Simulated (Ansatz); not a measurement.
One geometry of the cluster In₂P, several levels of theory.

```yaml
crystal:
  periodic: [false, false, false]
  atoms:
    - {symbol: In, position_ang: [-1.808839, 1.257027, -0.431725]}
    - {symbol: In, position_ang: [1.152114, -1.812462, 0.652703]}
    - {symbol: P, position_ang: [0.656725, 0.555424, -0.220978]}
basis:
  gaussian: {orbitals: def2-TZVPD, initial_orbitals: start.molden}
magnetization: {spin_polarized: true, initial_magnetization: 1}
hamiltonian: {xc: pbe0, dispersion: d4}
scf: {omitted_lower_state_checks: [starts]}
output: {orbitals: {seedname: orbitals}}
```

The file start.molden holds the orbitals of an earlier run on this structure, at another level or in another basis.

```sh
$ ansatz run in.yaml --threads 4 --pin off --events-out ev --progress --plain --max-ram 3916MiB
```

Output, abridged:

```
Functional definition: PBE0
1318 factors; their error is unknown
mean field evaluation 1: about -19633.6267 eV, gradient 1.9e0 eV
mean field evaluation 2: about -19633.6432 eV, gradient 2.9e-2 eV
mean field evaluation 4: about -19633.7672 eV, gradient 1.7e-4 eV
mean field evaluation 8: about -19633.7672 eV, gradient 1.5e-5 eV
mean field -19633.76718317 eV, -721.5276357360 hartree, gradient 6.9e-6 eV, S^2 0.756762; 0 other end points of the search recorded, 0 dependent functions left out
reference -19633.76721967 eV, -721.5276370774 hartree; 29, 28 occupied and 126, 127 virtual orbitals, 1318 factors
Total energy: -19633.90416152 eV, -721.5326695978 hartree
Checks for a lower state left out: starts
```

Hardware: 4 threads of Arm Neoverse V1 on a shared host. Wall time 7 s, peak host memory 0.75 GiB.

First input, but with `gaussian: {orbitals: def2-TZVP, initial_orbitals: start.molden}`, `hamiltonian: {xc: {name: B2PLYP}}` and without the key `output` (abridged; 5.5 s):

```
Functional definition: B2PLYP
mean field -19616.46972697 eV, -720.8919659454 hartree, gradient 2.0e-6 eV, S^2 0.757973
13 core orbitals not correlated: weight in the atoms' cores, before any rotation towards them, 1.000 or more for the frozen orbitals, at most 0.000 for the correlated occupied ones
second order -21.75550322 eV of doubles, -0.00000000 eV of singles
Total energy: -19622.34385405 eV, -721.1078361339 hartree
Checks for a lower state left out: starts
```

The first input with `gaussian: {orbitals: def2-TZVP, initial_orbitals: start.molden}`, `hamiltonian: {xc: {text: "exchange = 0.50*pbe_x + 0.50*exact_x\ncorrelation = pbe_c"}}` (abridged; 6.5 s):

```
Functional definition: unnamed
mean field -19634.37604385 eV, -721.5500109533 hartree, gradient 2.2e-6 eV, S^2 0.757948
Total energy: -19634.37606620 eV, -721.5500117748 hartree
Checks for a lower state left out: starts
```

The first input with `gaussian: {orbitals: def2-TZVP, initial_orbitals: start.molden}`, `output: {forces: true, orbitals: {seedname: orbitals}}` (abridged; 6 s):

```
Functional definition: PBE0
mean field -19633.75124410 eV, -721.5270499861 hartree, gradient 4.2e-6 eV, S^2 0.756714
Total energy: -19633.88822006 eV, -721.5320837599 hartree
Atom 0 force    -0.009834    -0.006881     0.002773 eV/Å
Atom 1 force    -0.008295    -0.008524     0.003354 eV/Å
Atom 2 force     0.018129     0.015405    -0.006127 eV/Å
Dipole moment:    -0.243526    -0.205947     0.081937 e Å
Checks for a lower state left out: starts
```

As the first input, with `gaussian: {orbitals: def2-TZVP, initial_orbitals: start.molden}`, `hamiltonian: {xc: hse06, dispersion: d4}` (abridged; 6 s):

```
Functional definition: HSE06
mean field -19633.52072391 eV, -721.5185785253 hartree, gradient 5.0e-6 eV, S^2 0.756737
Total energy: -19633.65560421 eV, -721.5235352849 hartree
Checks for a lower state left out: starts
```

The first input with `hamiltonian: {xc: pbe, dispersion: d4}` (abridged; 10 s):

```
Functional definition: PBE
mean field evaluation 16: about -19633.3275 eV, gradient 1.8e-2 eV
mean field -19633.32752739 eV, -721.5114786843 hartree, gradient 6.6e-6 eV, S^2 0.756325; 1 other end points of the search recorded, 0 dependent functions left out
Total energy: -19633.48577942 eV, -721.5172943389 hartree
Checks for a lower state left out: starts
```

First input, but with `gaussian: {orbitals: def2-SVP, initial_orbitals: start.molden}`, `hamiltonian: {xc: pbe, dispersion: d4}` (abridged; 2 s):

```
Functional definition: PBE
mean field -19629.80635452 eV, -721.3820779680 hartree, gradient 8.2e-6 eV, S^2 0.754993
Total energy: -19629.96459526 eV, -721.3878932081 hartree
Checks for a lower state left out: starts
```

Geometry: r2SCAN-D4/def2-TZVP.

In the def2 sets In takes a core potential; there is no spin–orbit coupling. HSE06 is defined as in plane-wave codes, on full-range PBE exchange. Correlated methods freeze 13 core orbitals; core or outer-core shells of In are correlated, in sets that lack core-valence functions. The structure comes from a short search, and lower isomers may exist.
